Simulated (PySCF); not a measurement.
Identify the unknown among the candidates.

All candidates are C7H8O2.

* Dipole: 4.06 D [CAM-B3LYP/def2-SVPD]
* UV, strongest line: among the 8 lowest singlet transitions: S3 at 5.83 eV (213 nm, f = 0.145) [TDDFT CAM-B3LYP/def2-SVPD]
* Rotational structure: rotational constants A, B, C: 2.499, 1.467, 1.273 GHz [GFN2-xTB]
* Polarisability: 82.5 au [CAM-B3LYP/def2-SVPD]
* Triplet: lowest triplet excitation (Tamm–Dancoff): 3.36 eV [TDA CAM-B3LYP/def2-SVPD]
* UV, first state: lowest singlet excitation: 3.85 eV (322 nm, f = 0.000) [TDDFT CAM-B3LYP/def2-SVPD]

Electronic properties: PySCF, gas phase, density fitting. Levels stand in brackets. The structure is a single GFN2-xTB conformer in the gas phase; no vibrational or solvent corrections.

Question: Which candidate is it?
A. `C=C/C=C\C(=C)C(=O)O`
B. `C/C=C(C=O)/C=C\C=O`
C. `CC#C/C=C\OC(C)=O`
D. `O=C[C@@H]1CC=CC(=O)C1`

Answer: D. It is `O=C[C@@H]1CC=CC(=O)C1`. Numbering: `[O:1]=[CH:2][C@@H:3]1[CH2:4][CH:5]=[CH:6][C:7](=[O:8])[CH2:9]1`. Its formula, C7H8O2, gives 4 degrees of unsaturation: 1 ring and 3 π bonds in the structure found. S1 is mainly HOMO→LUMO (weight 0.87); the largest Löwdin shares of the orbital it empties are 0.55 on the ketone oxygen, 0.12 on the ketone carbonyl carbon, 0.10 on an sp3 carbon next to a carbonyl and 0.07 on an alkene CH carbon, of the orbital it fills 0.22 on an alkene CH carbon, 0.20 on the ketone oxygen, 0.19 on the ketone carbonyl carbon and 0.12 on an alkene CH carbon. The optimised geometry has point group C1 and is an asymmetric top.

The others, at the same levels:
- `CC#C/C=C\OC(C)=O` fails: its computed lowest singlet excitation is 5.32 eV (233 nm, f = 0.519) (against 3.85 eV), static isotropic polarisability is 97.3 au (against 82.5 au) and rotational constant A is 3.419 GHz (against 2.499 GHz).
- `C=C/C=C\C(=C)C(=O)O` fails: its computed lowest singlet excitation is 4.53 eV (274 nm, f = 0.204) (against 3.85 eV), lowest triplet excitation (Tamm–Dancoff) is 2.75 eV (against 3.36 eV) and static isotropic polarisability is 98.3 au (against 82.5 au).
- `C/C=C(C=O)/C=C\C=O` fails: its computed lowest singlet excitation is 3.70 eV (335 nm, f = 0.005) (against 3.85 eV), lowest triplet excitation (Tamm–Dancoff) is 2.95 eV (against 3.36 eV) and strongest line among the 8 lowest singlet transitions is S7 at 6.60 eV (188 nm, f = 0.281) (against S3 at 5.83 eV).

Each candidate is one conformer, not necessarily the lowest. The conformers computed, where there is a choice (atom-mapped SMILES and torsion angles):
- `[CH3:1][C:2]#[C:3]/[CH:4]=[CH:5]\[O:6][C:7]([CH3:8])=[O:9]`: C4–C5–O6–C7 180°, C5–O6–C7–C8 -178°
- `[CH2:1]=[CH:2]/[CH:3]=[CH:4]\[C:5](=[CH2:6])[C:7](=[O:8])[OH:9]`: C1–C2–C3–C4 -171°, C3–C4–C5–C6 39°, C4–C5–C7–O8 -17°, H–O9–C7–C5 180°
- `[CH3:1]/[CH:2]=[C:3]([CH:4]=[O:5])/[CH:6]=[CH:7]\[CH:8]=[O:9]`: C2–C3–C4–O5 167°, C2–C3–C6–C7 37°, C6–C7–C8–O9 -160°

The conformers of `O=C[C@@H]1CC=CC(=O)C1` aren't listed.
